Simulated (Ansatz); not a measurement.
`O[Si](O)(O)[SeH]` + H₂ → `O[SiH](O)O` + H₂Se  (hydrogenolysis of the Si–Se bond)

Program: Ansatz. Geometries: PBE0-D4/def2-TZVP. ΔE: electronic, gas phase. CCSD(T)/CBS adds triple-zeta CCSD(T) − MP2 to the extrapolated MP2 energy (def2 sets, frozen cores). This one scheme is used for every species. Functionals use def2-TZVPP. B3LYP here is the variant with VWN-RPA as its local correlation; programs differ in this. HSE06 is defined as in plane-wave codes. For Se outer-core shells are correlated without core-valence functions, which leaves a few kJ/mol of doubt a bond. Scalar relativity is left out up to krypton. Each species was taken in one conformer, which may not be the lowest.

```csv
level,ΔE (kJ/mol),difference from CCSD(T)/CBS
LDA (SPW92),46.8,1.0
PBE-D4,50.9,5.1
revPBE-D4,56.6,10.8
BLYP-D4,47.0,1.2
r2SCAN-D4,50.3,4.5
PBE0-D4,48.1,2.3
B3LYP-D4,43.9,-1.9
r2SCANh-D4,49.3,3.5
r2SCAN0-D4,47.8,2.0
HSE06-D4,48.0,2.2
BHLYP-D4,41.1,-4.7
CAM-B3LYP-D4,37.1,-8.7
ωB97X-V,41.6,-4.2
ωB97M-V,44.1,-1.7
B2PLYP,36.8,-9.0
PBE-QIDH,44.8,-1.0
PBE,42.5,-3.3
revPBE,39.5,-6.3
BLYP,29.8,-16.0
r2SCAN,48.4,2.6
PBE0,40.7,-5.1
r2SCANh,47.1,1.3
r2SCAN0,45.4,-0.4
HSE06,41.0,-4.8
BHLYP,28.0,-17.8
CAM-B3LYP,29.3,-16.5
LC-ωPBE,38.1,-7.7
RPA@PBE/def2-TZVPP,34.4,-11.4
HF/def2-SVP,11.3,-34.5
MP2/def2-SVP,36.3,-9.5
CCSD/def2-SVP,22.6,-23.2
MP2/def2-TZVPP,49.6,3.8
SCS-MP2/def2-TZVPP,40.3,-5.5
CCSD/def2-TZVPP,34.6,-11.2
CCSD(T)/def2-TZVPP,40.0,-5.8
HF/def2-QZVPP,17.5,-28.3
MP2/def2-QZVPP,52.6,6.8
HF/CBS(def2),17.4,-28.4
MP2/CBS(def2),55.4,9.6
CCSD/CBS(def2),40.5,-5.3
CCSD(T)/CBS,45.8,0
```

Largest T1 diagnostic among the species: 0.011.

At CCSD(T), def2-SVP lies −19.4 kJ/mol from the extrapolated value and def2-TZVPP −5.8 kJ/mol. Leaving LDA and LC-ωPBE aside and taking each functional with its dispersion term where it has one, the values spread over 19.8 kJ/mol, from B2PLYP to revPBE-D4. LDA lies +4.3 kJ/mol from PBE without D4. In def2-TZVPP, CCSD(T) changes the Hartree–Fock value by +21.7 kJ/mol (the triples alone add +5.3 kJ/mol) and MP2 by +31.3 kJ/mol.
